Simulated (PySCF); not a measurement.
Isomers of C9H15N, mass 137.120 u with the commonest isotopes. Theory: PBE0/pcSseg-1 in PySCF (dipole) on a GFN2-xTB geometry, gas phase. One conformer each, none proved a minimum here; rigid rotors.

Question: Order these by out-of-plane moment Σ m c² = (Ia + Ib − Ic)/2, smallest first.
A. `[CH3:1]/[N:2]=[CH:3]/[C@H:4]1[CH2:5][C@H:6]2[CH2:7][C@@H:8]([CH2:9]1)[CH2:10]2` with N2–C3–C4–C5 -124°
B. `[CH2:1]=[CH:2][CH2:3][C:4](/[CH:5]=[N:6]\[CH3:7])=[CH:8]\[CH2:9][CH3:10]` with C1–C2–C3–C4 115°, C2–C3–C4–C5 -86°, C3–C4–C5–N6 -137°, C4–C8–C9–C10 119°
C. `[CH2:1]=[N:2][C@H:3]1[CH2:4][CH2:5][CH2:6][C:7]12[CH2:8][CH2:9][CH2:10]2` with C1–N2–C3–C4 131°, N2–C3–C4–C5 74°, C3–C4–C5–C6 40°, C4–C5–C6–C7 -23°, C5–C6–C7–C8 126°

Answer: B (28.99 u·Å²), A (58.37 u·Å²), C (65.10 u·Å²).

Question: Order these by radius of gyration √(Σ m r²/M), smallest first.
A. `[CH2:1]=[N:2][C@H:3]1[CH2:4][CH2:5][CH2:6][C:7]12[CH2:8][CH2:9][CH2:10]2` with C1–N2–C3–C4 131°, N2–C3–C4–C5 74°, C3–C4–C5–C6 40°, C4–C5–C6–C7 -23°, C5–C6–C7–C8 126°
B. `[CH2:1]=[CH:2][CH2:3][C:4](/[CH:5]=[N:6]\[CH3:7])=[CH:8]\[CH2:9][CH3:10]` with C1–C2–C3–C4 115°, C2–C3–C4–C5 -86°, C3–C4–C5–N6 -137°, C4–C8–C9–C10 119°
C. `[CH3:1]/[N:2]=[CH:3]/[C@H:4]1[CH2:5][C@H:6]2[CH2:7][C@@H:8]([CH2:9]1)[CH2:10]2` with N2–C3–C4–C5 -124°

Answer: A (2.095 Å), C (2.336 Å), B (2.527 Å).

Question: Order these by rotational constant C, largest first.
A. `[CH2:1]=[N:2][C@H:3]1[CH2:4][CH2:5][CH2:6][C:7]12[CH2:8][CH2:9][CH2:10]2` with C1–N2–C3–C4 131°, N2–C3–C4–C5 74°, C3–C4–C5–C6 40°, C4–C5–C6–C7 -23°, C5–C6–C7–C8 126°
B. `[CH3:1]/[N:2]=[CH:3]/[C@H:4]1[CH2:5][C@H:6]2[CH2:7][C@@H:8]([CH2:9]1)[CH2:10]2` with N2–C3–C4–C5 -124°
C. `[CH2:1]=[CH:2][CH2:3][C:4](/[CH:5]=[N:6]\[CH3:7])=[CH:8]\[CH2:9][CH3:10]` with C1–C2–C3–C4 115°, C2–C3–C4–C5 -86°, C3–C4–C5–N6 -137°, C4–C8–C9–C10 119°

Answer: A (941.1 MHz), B (732.7 MHz), C (597.1 MHz).

```json
{"SMILES": "C=CCC(/C=N\\C)=C\\CC", "point group": "C1", "Ia (u·Å²)": "398.86", "Ib (u·Å²)": "505.52", "Ic (u·Å²)": "846.39", "κ": "0.20", "μa (D)": "0.55", "μb (D)": "2.49", "μc (D)": "0.32"}
{"SMILES": "C=N[C@H]1CCCC12CCC2", "point group": "C1", "Ia (u·Å²)": "280.03", "Ib (u·Å²)": "387.16", "Ic (u·Å²)": "537.00", "κ": "-0.16", "μa (D)": "0.23", "μb (D)": "0.64", "μc (D)": "0.95"}
{"SMILES": "C/N=C/[C@H]1C[C@H]2C[C@@H](C1)C2", "point group": "C1", "Ia (u·Å²)": "155.86", "Ib (u·Å²)": "650.67", "Ic (u·Å²)": "689.77", "κ": "-0.96", "μa (D)": "0.19", "μb (D)": "1.19", "μc (D)": "0.29"}
```
